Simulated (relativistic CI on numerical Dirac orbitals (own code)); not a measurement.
**Spin-allowed bands of a d3 ion in an octahedral site, by hand**

Problem. A d3 ion in an octahedral site has a 4A2 ground term and spin-allowed bands at ν1 = 8400 and ν2 = 13306 cm⁻¹ (from a computed ligand-field model). Find Δ and the Racah parameter B, and predict the third band.

Working.
1. The F term splits into A2 (−1.2Δ), T2 (−0.2Δ) and T1 (+0.6Δ), so ν1 = E(T2) − E(A2) = Δ = 8400 cm⁻¹.
2. T1(F) mixes with T1(P), which lies at 15B, through an element 0.4Δ. The two roots, counted from A2, are ν2,3 = ½(15B + 3Δ) ∓ ½√[(15B − Δ)² + 12BΔ].
3. Solving the lower root for B gives B = (2ν1² + ν2² − 3ν1ν2)/(15ν2 − 27ν1) = -17141564/-27210 = 630 cm⁻¹.
4. The sum of the roots is 15B + 3Δ, so ν3 = 15B + 3ν1 − ν2 = 21344 cm⁻¹ (469 nm).

Check. The bands were computed by exact diagonalisation of the d3 shell with B = 630 and Δ = 8400 cm⁻¹, which gives ν3 = 21344 cm⁻¹. C does not enter the terms of highest spin.
